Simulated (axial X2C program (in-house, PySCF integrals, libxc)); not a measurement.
YSi: from the spin-free to the two-component result

All values were computed with an in-house all-electron X2C program for linear molecules (integrals from PySCF). Spin-free means the one-electron spin-free X2C Hamiltonian; two-component (2c) means X2C with spin–orbit coupling and atomic mean-field two-electron Coulomb and Gaunt terms, so the difference of the two also holds small scalar two-electron terms. Basis: Y dyall-cv3z [11s12p9d6f3g], Si dyall-v3z [8s7p2d1f] (cores contracted in-house); Gaussian nuclei, density fitting, unrestricted open shells. Masses: Y 88.906 u, Si 27.977 u.

Spin-free state: M_S = 3/2, Λ = 0 (beyond evenly filled blocks: σα, π+α, π-α); fragments Y + Si.

```csv
level,Re (Å),ωe (cm⁻¹),De (eV),μ (D)
PBE0,2.661,312.9,2.597,-3.37
HF,2.784,274.7,1.831,-1.47
CCSD,2.727,294.1,2.208,n/a
CCSD(T),2.721,297.0,2.274,n/a
```

Correlated methods: 15 electrons correlated (number of frozen shells: Y 3 s, 2 p, 1 d; Si 2 s, 1 p), 281 virtual spin orbitals or spinors in MP2, 89 natural virtuals in coupled cluster.

Dipoles are positive if Si is the positive end.

Two-component determinant lowest at the distance of the search:

Ω = 3/2 (⟨Sz⟩ = 1.50, ⟨Lz⟩ = 0.00 at HF); fragments Y + Si.

```
  level  Re (Å)  ωe (cm⁻¹)  μ (D)
   PBE0   2.660      313.0  -3.38
     HF   2.786      273.2  -1.47
   CCSD   2.722      299.8    n/a
CCSD(T)   2.715      302.8    n/a
```

(1) From the two tables, how do the constants change at the CCSD(T) level (2c against spin-free)?

The state is one determinant whose occupation by symmetry is held fixed; it was picked as the lowest of a PBE0 search that is not exhaustive. De is counted from the lowest determinant-based energies of the atoms at the same level, without counterpoise correction. De is not given where an atomic determinant may have missed its ground term or J level, or where the truncated virtual space spoils (T). Density functionals use the spin component along the axis (collinear). CCSD and (T) use frozen natural virtuals with an MP2 correction for the truncation; (T) itself is uncorrected, so its De runs slightly low. PBE0 can misorder states that lie within some tenths of an eV, so this need not be the ground state of the molecule. The nearest other spin-free determinant of the search, M_S = 1/2, Λ = 0, lies 0.15 eV up at the distance of the search. The functionals have no current-density term, which raises determinants with orbital currents, atoms included. With several unpaired electrons one determinant need not be a pure state. This is the top spin component of a Σ state; components of lower Ω are not single determinants and can lie lower. The determinant is spin-polarised beyond a pure state at some levels (its spin-free form has ⟨S²⟩ too high), which makes Re and μ there less reliable. The T1 diagnostic is large, a sign of multireference character.

Results:

(1) At the CCSD(T) level Re falls by 0.006 Å and ωe rises by 5.8 cm⁻¹.
